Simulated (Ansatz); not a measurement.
A made-up structure of AlBH$_{4}$O$_{2}$, singlet:

```xyz
8
angstrom
O -0.6751 1.6658 1.3996
B -0.0984 1.2483 0.2414
O 0.0266 -0.0598 -0.0617
Al 0.3783 -1.5288 -0.8065
H -0.9677 0.9310 1.9474
H 0.8163 -2.6381 -1.7488
H 1.7659 -2.2020 -0.4745
H -0.7260 -2.1558 -1.7425
```

It is relaxed with PBE-D4/def2-SVP and then PBE0-D4/def2-TZVP (Ansatz 0.2.0). Atoms count as bonded within 1.22 times the sum of their covalent radii (H–H: 0.88 Å). The end point is not checked to be a true minimum.

Q: Does its bonding change? (A judgement: the text doesn't fix the answer.)

A: Computed: No: no bond forms or breaks.

Where it ends: The first stage lowers the energy by 4.13 eV in 18 steps. It ends as AlBH₄O₂ ([OH][B][O][AlH3]):
```xyz
8
angstrom
O -0.5361 1.7688 1.1286
B -0.2135 0.7066 0.4486
O 0.1139 -0.2418 -0.2357
Al 0.4969 -1.9846 -1.0643
H -0.9739 1.6808 1.9804
H 1.1875 -1.5114 -2.4256
H 1.4422 -2.6017 0.0721
H -0.9971 -2.5562 -1.1497
```

Labels in which every atom is bracketed show which atoms are joined, not bond orders.

For scale, one of the runs: PBE0-D4/def2-TZVP relaxation, 154 basis functions, launched by `ansatz run in.yaml --threads 2 --pin off --events-out ev --progress --plain --max-ram 4352MiB`. Hardware: 2 CPU threads of an Intel Xeon Platinum 8488C, shared host. Wall time about 23 s.
